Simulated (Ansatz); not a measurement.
Ansatz (a quantum-chemistry and plane-wave program) input (B3LYP-D3(BJ)/def2-TZVP):

Ansatz 0.2 input:
```yaml
crystal:
  periodic: [false, false, false]
  atoms:
    - {symbol: Pb, position_ang: [0.03880074, -0.02259831, 0.94283730]}
    - {symbol: F, position_ang: [0.81809442, 1.43556830, -0.47387265]}
    - {symbol: F, position_ang: [-0.88271166, -1.39643935, -0.47326741]}
basis:
  gaussian:
    orbitals: def2-TZVP
hamiltonian:
  xc: b3lyp
  dispersion: d3bj
total_charge: 1
magnetization: {spin_polarized: true, initial_magnetization: 1}
relax: {f_tol: 0.002, max_steps: 150}
```

End of the output:

```
relax step   6: F+E_penalty+E_count = -10677.44066880 eV  Δ(F+E_penalty+E_count) = +3.688e-6 eV  max|allowed force component| = 2.425e-2 eV/Å  Δτ_max = 0.0061 Å  (43 SCF iters, rejected (line search))
these checks for a lower state are left out or cut short: starts, cluster_reference, orbital_swaps, neighbouring_geometries, increment
integrals: 0.03 GiB planned
742 factors; their error is unknown
mean field: 0.41 GiB planned
mean field evaluation 96: about -10677.3819 eV, gradient 1.4e-1 eV
mean field -10677.38192993 eV, -392.3865485355 hartree, gradient 1.2e-5 eV, S^2 0.761392; 0 other end points of the search recorded, 0 dependent functions left out
the calculation of the forces begins
reference -10677.38210722 eV, -392.3865550509 hartree; 20, 19 occupied and 92, 93 virtual orbitals, 742 factors
relax step   7: F+E_penalty+E_count = -10677.44070818 eV  Δ(F+E_penalty+E_count) = -3.568e-5 eV  max|allowed force component| = 2.055e-3 eV/Å  Δτ_max = 0.0030 Å  (45 SCF iters, accepted)
these checks for a lower state are left out or cut short: starts, cluster_reference, orbital_swaps, neighbouring_geometries, increment
integrals: 0.03 GiB planned
742 factors; their error is unknown
mean field: 0.41 GiB planned
mean field -10677.38195415 eV, -392.3865494255 hartree, gradient 1.2e-5 eV, S^2 0.761397; 0 other end points of the search recorded, 0 dependent functions left out
the calculation of the forces begins
reference -10677.38213146 eV, -392.3865559415 hartree; 20, 19 occupied and 92, 93 virtual orbitals, 742 factors
relax step   8: F+E_penalty+E_count = -10677.44071868 eV  Δ(F+E_penalty+E_count) = -1.050e-5 eV  max|allowed force component| = 3.311e-4 eV/Å  Δτ_max = 0.0032 Å  (43 SCF iters, accepted)
integrals: 0.03 GiB planned
742 factors; their error is unknown
mean field: 0.41 GiB planned
mean field evaluation 128: about -10677.3820 eV, gradient 9.4e-5 eV
mean field -10677.38195415 eV, -392.3865494255 hartree, gradient 2.8e-5 eV, S^2 0.761397; 1 other end points of the search recorded, 0 dependent functions left out
the calculation of the forces begins
reference -10677.38213146 eV, -392.3865559415 hartree; 20, 19 occupied and 92, 93 virtual orbitals, 742 factors
Total energy: -10677.44089599 eV, -392.3887154981 hartree
Atom 0 at     0.019204    -0.011060     0.553217 Å, force    -0.000017     0.000010    -0.000331 eV/Å
Atom 1 at     0.934490     1.607298    -0.279139 Å, force    -0.000126    -0.000229     0.000165 eV/Å
Atom 2 at    -0.979511    -1.579708    -0.278381 Å, force     0.000143     0.000219     0.000166 eV/Å
Dipole moment:     0.023064    -0.013742     0.460004 e Å
```
